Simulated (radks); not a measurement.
Removal energies from the chlorine ion Cl2+, [Ne] 3s2 3p3, by Delta-SCF beside the eigenvalue of the level emptied. Calculated with a radial shooting solver on a logarithmic mesh with Libxc functionals: scalar-relativistic Kohn-Sham, LDA (Slater exchange, Perdew-Wang correlation), spin-polarised, spherical densities, finite nucleus; Fermi nuclear charge, rms radius of each element as measured or else 0.836 A^(1/3) + 0.57 fm. Open shells are filled with parallel spins first.

[
 {"removed from": "3p", "final configuration": "[Ne] 3s2 3p2", "Delta-SCF (eV)": "39.580", "-eigenvalue (eV)": "33.022"},
 {"removed from": "3s", "final configuration": "[Ne] 3s1 3p3", "Delta-SCF (eV)": "48.733", "-eigenvalue (eV)": "42.576"},
 {"removed from": "2p", "final configuration": "[He] 2s2 2p5 3s2 3p3", "Delta-SCF (eV)": "238.97", "-eigenvalue (eV)": "218.74"},
 {"removed from": "2s", "final configuration": "[He] 2s1 2p6 3s2 3p3", "Delta-SCF (eV)": "297.23", "-eigenvalue (eV)": "278.83"}
]
